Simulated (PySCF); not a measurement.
## Working out the ionisation energy of F⁺

F⁺ [He] 2s2 2p4 (3P) → F²⁺ [He] 2s2 2p3 (4S). Calculation: PySCF 2.14, in def2-QZVPPD; the non-relativistic Hamiltonian (point nucleus). Frozen: nothing. Energies in hartree (1 hartree = 27.21139 eV):

| part | F⁺ (lower) | F²⁺ (upper) |
| --- | --- | --- |
| UHF | -98.840749 | -97.613300 |
| MP2 opposite-spin | -0.141443 | -0.097827 |
| MP2 same-spin | -0.040824 | -0.034374 |

What does Hartree-Fock give?

(-97.613300) − (-98.840749) = 1.227449 hartree = 33.401 eV.

What do MP2 and SCS-MP2 (6/5 opposite-spin, 1/3 same-spin) give?

The opposite-spin parts differ by 1.187 eV and the same-spin parts by 0.176 eV. MP2: 33.401 + (1.187) + (0.176) = 34.764 eV. SCS-MP2: 33.401 + 1.2 × (1.187) + (0.176)/3 = 34.884 eV.

Measured between the centres of the two terms (NIST): 34.950 eV, so MP2 (valence and next inner shell) is off by -0.186 eV.

What remains against the reference includes basis incompleteness and correlation beyond second order.
